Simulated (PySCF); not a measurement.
Compound: C₃H₄NO₂S (charge -1).
Geometry (GFN2-xTB, Å), atoms numbered from 1 in this order:
```xyz
11
C3H4NO2S angstrom
C     -1.061   -0.122   -0.736
C      0.216    0.416   -0.123
C      0.047    1.571    0.650
N     -0.113    2.492    1.330
S      0.978   -1.068    1.077
O      2.420   -0.750    1.014
O      0.618   -2.247    0.251
H     -0.912   -1.180   -0.952
H     -1.889   -0.025   -0.034
H     -1.326    0.398   -1.660
H      1.028    0.518   -0.843
```

Computed at PBE0/pcSseg-1 (PySCF, non-relativistic), with Q(14N) = 0.02044 b, Q(33S) = −0.0678 b, Q(17O) = −0.0256 b: N4, 14N (I = 1): χzz = -3.942 MHz, η = 0.259; S5, 33S (I = 3/2): χzz = 31.45 MHz, η = 0.350; O6, 17O (I = 5/2): χzz = -7.735 MHz, η = 0.409; O7, 17O (I = 5/2): χzz = -7.460 MHz, η = 0.595.

Task: Find the zero-field quadrupole resonance frequencies of 14N at N4.

Result: From ν± = (3/4)|χ|(1 ± η/3) and ν0 = |χ|η/2: ν+ 3.212 MHz, ν− 2.702 MHz, ν0 0.511 MHz (nitrile nitrogen).

Task: Where would the pure quadrupole (NQR) lines of 33S at S5 fall for the rigid, isolated species?

Result: From ν = (|χ|/2)√(1 + η²/3): ν = 16.04 MHz (sulfur bonded to C and 2 O).

Task: Where would the pure quadrupole (NQR) lines of 17O at O6 fall for the rigid, isolated species?

Result: From the eigenvalues of H = χ/[4I(2I − 1)] × [3Iz² − I(I + 1) + η(Ix² − Iy²)], steps between neighbouring levels, labelled as for η = 0: ±1/2↔±3/2 1.355 MHz, ±3/2↔±5/2 2.250 MHz (oxygen bonded to S).

Task: Find the zero-field quadrupole resonance frequencies of 17O at O7.

Result: From the eigenvalues of H = χ/[4I(2I − 1)] × [3Iz² − I(I + 1) + η(Ix² − Iy²)], steps between neighbouring levels, labelled as for η = 0: ±1/2↔±3/2 1.486 MHz, ±3/2↔±5/2 2.110 MHz (oxygen bonded to S).

In a crystal, neighbours and librations shift these lines. The pcSseg-1 basis has no diffuse functions, a weakness for an anion. GFN2-xTB bond lengths can be off by several hundredths of an ångström, more for odd bonds, and the gradients follow them. With a basis this small, the couplings can be 20 % off.

One conformer stands for the species.
